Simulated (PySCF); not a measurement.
Compound: C₃H₁₃NSi₂.
Geometry (PBE0-D3(BJ)/def2-SVP, Å), atoms numbered from 1 in this order:
```xyz
19
C3H13NSi2 angstrom
C     -1.3438    1.1859   -1.2453
C     -0.8960   -0.0419   -0.4561
C     -1.8438   -0.3493    0.6960
N      0.4691    0.0787    0.0340
Si     1.8774   -0.4048   -0.8554
Si     3.7143   -0.2444    0.5929
H     -2.3589    1.0580   -1.6530
H     -1.3520    2.0780   -0.5967
H     -0.6595    1.3857   -2.0838
H     -0.9066   -0.9091   -1.1420
H     -1.8587    0.4869    1.4157
H     -1.5188   -1.2518    1.2331
H     -2.8747   -0.5001    0.3408
H      0.5778    0.8189    0.7214
H      2.1778    0.3952   -2.0964
H      1.6847   -1.8171   -1.3149
H      3.7211    1.0999    1.2547
H      4.9980   -0.4014   -0.1595
H      3.6533   -1.2891    1.6616
```

Jobs on this species (19 atoms, 66 electrons) with PySCF (density fitting). Hardware of each: one thread of an Arm Neoverse V2 (shared host). Times come from a shared host and carry two figures at best.

Problem. Rank these jobs by wall time, shortest first.
A. PBE0-D3(BJ)/def2-SVP, grid level 1; geometry optimisation from a GFN2-xTB start; 157 basis functions
B. PBE/pcSseg-1; shieldings; 181 basis functions
C. PBE0/6-31G; shieldings, charges and field gradients; 88 basis functions
D. PBE0/STO-3G; shieldings, charges and field gradients; 51 basis functions

Solution. D (5.1 s), C (11 s), B (30 s), A (64 s).

All jobs:

```csv
level and settings,work,basis functions,SCF cycles,wall time
PBE0/STO-3G,"shieldings, charges and field gradients",51,11,5.1 s
PBE0/6-31G,"shieldings, charges and field gradients",88,12,11 s
PBE0/6-31G*,"shieldings, charges and field gradients",118,12,15 s
LDA/pcSseg-1,shieldings,181,14,24 s
PBE/pcSseg-1,shieldings,181,14,30 s
PBE0/aug-cc-pVDZ,"shieldings, charges and field gradients",263,12,37 s
"PBE0/6-311+G(2d,p)","shieldings, charges and field gradients",256,12,44 s
PBE0/def2-TZVP,"shieldings, charges and field gradients",276,12,50 s
"PBE0-D3(BJ)/def2-SVP, grid level 1",geometry optimisation from a GFN2-xTB start,157,38,64 s
```

Problem. What do all jobs in the table cost together?

Solution. About 4.7 min; the longest takes about 23 % of that, and about 13 times as long as the shortest.
